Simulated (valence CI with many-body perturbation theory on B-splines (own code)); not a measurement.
## Hyperfine factors and g values of Sb10+

Method: relativistic CI+MBPT: five valence electrons over a frozen Dirac-Fock core [Kr], radial functions for each j: 7 s, 7 p, 8 d, 6 f, 4 g, 1 h, with the one-electron correlation potential Σ1, the two-electron term Σ2, the three-electron term Σ3, Breit, model QED; selected CI, second order for the rest, scaled by the run's own slope (own B-spline code, finite nucleus).

No measured levels were compared; by estimate terms of the open shell hold to 2 to 4 % of their energy, and close levels can change places. Not all symmetries were solved, so the list stops early. Among the levels kept, up to 1300 cm⁻¹ of a level comes from second order outside the variational space, and about a tenth of that is noise between levels of different J, which matters for small intervals. Excitations out of the core, of the other parity, are not computed and may begin above about 53.2 eV (a cautious bound); beyond it only levels of the ground parity were kept, without lifetimes.

A/g_I is the dipole constant over the nuclear g factor μ/I (μ in nuclear magnetons, uniformly magnetised nucleus), B/Q the quadrupole constant per barn. Both hold the static response of the core; the bare values leave it out. Large factors of s and p1/2 electrons are usually good to 5 to 10 %; those of open d and f shells near neutrality can be off by tens of per cent, and small factors of p3/2, d and f electrons come from cancelling terms and can be off by a factor of two or in sign, in half-filled shells by more. B is blank for J = 1/2, where it vanishes, and for nearly pure S terms. Energies count from the lowest level.

Names give the largest LS component (configuration and term), which can be under half, so a name can repeat, a term be missing and a line seem to break the LS rules; names also repeat where a configuration has a term twice. Letters in brackets count levels of one name in rising energy.

```tsv
Level	E (cm⁻¹)	g	A/g_I (MHz)	A/g_I bare	B/Q (MHz/b)	B/Q bare
4d⁵ ⁶S_5/2	0	1.974	-974	19.9		
4d⁵ ⁴G_5/2 [a]	33777	0.913	1810	1680	1830	1710
4d⁵ ⁴G_7/2	37669	1.033	1640	1640	1290	1200
4d⁵ ⁴G_11/2	38557	1.252	1440	1680	-42.8	-44.1
4d⁵ ⁴G_9/2	39363	1.171	1430	1580	931	872
4d⁵ ⁴G_5/2 [b]	39603	1.147	1140	1260	1160	1080
4d⁵ ⁴D_3/2	40487	1.405	1110	1520	1700	1590
4d⁵ ⁴P_1/2	44089	1.631	-344	275		
4d⁵ ⁴D_7/2	46859	1.364	744	1090	769	720
4d⁵ ⁴D_5/2	51440	1.355	1070	1420	-660	-623
4d⁵ ⁴D_1/2	52058	1.005	2610	2600		
4d⁵ ⁴P_3/2	54063	1.420	1180	1610	-864	-813
4d⁵ ²I_11/2	54732	0.963	2020	1950	215	200
4d⁵ ²I_13/2	58326	1.076	1870	1920	-1.71	1.95
4d⁵ ²F_7/2 [a]	60357	1.129	1820	1940	-2160	-2020
4d⁵ ²G_9/2 [a]	61270	1.186	1390	1560	-16.9	-22.1
4d⁵ ⁴F_3/2	61428	0.637	3240	2830	-372	-347
4d⁵ ²F_5/2 [a]	61846	1.084	1470	1520	489	465
4d⁵ ⁴F_5/2	66991	1.052	1740	1760	-1840	-1720
4d⁵ ²H_9/2	69653	1.096	1700	1770	563	529
4d⁵ ²G_7/2 [a]	70939	1.054	1960	2000	-150	-136
4d⁵ ²D_3/2 [a]	72720	0.660	3240	2850	-276	-254
4d⁵ ²F_7/2 [b]	74283	1.079	1810	1870	-1660	-1550
4d⁵ ²F_5/2 [b]	74984	0.959	1680	1590	944	878
4d⁵ ²H_11/2	78354	1.070	1830	1880	-170	-146
4d⁵ ²F_7/2 [c]	79117	1.145	1720	1850	201	180
4d⁵ ²G_9/2 [b]	79944	1.070	1740	1780	-218	-193
4d⁵ ²S_1/2	82595	1.976	-1140	-155		
4d⁵ ²F_5/2 [c]	84789	1.040	1730	1740	-743	-688
4d⁵ ²D_3/2 [b]	92828	0.810	2460	2230	-902	-844
4d⁵ ²D_5/2 [a]	96979	1.159	1430	1560	-366	-336
4d⁵ ²G_9/2 [c]	102030	1.111	1640	1720	-1250	-1170
4d⁵ ²G_7/2 [b]	103950	0.905	2370	2240	1720	1610
4d⁵ ²P_3/2	119370	1.275	1370	1630	-1660	-1560
4d⁵ ²P_1/2	122930	0.721	499	104		
4d⁵ ²D_5/2 [b]	134760	1.198	1190	1360	-836	-783
4d⁵ ²D_3/2 [c]	137160	0.852	3200	3030	2380	2230
4d⁴5s ⁶D_1/2	518900	3.206	25100	24300		
4d⁴5s ⁶D_3/2	522190	1.848	9610	9310	1430	1340
4d⁴5s ⁶D_5/2	525880	1.645	7060	6910	1130	1060
```

Q: Take the isotope of mass number 121, with I = 5/2, μ = 3.358 μN and Q = -0.543 b. What is the hyperfine structure of 4d⁵ ⁴G_11/2?

A: From the table A = 1930 MHz, B = 23.2 MHz. Shifts from the centre of gravity in MHz: F = 3: -31400, F = 4: -23600, F = 5: -14000, F = 6: -2420, F = 7: 11100, F = 8: 26500.
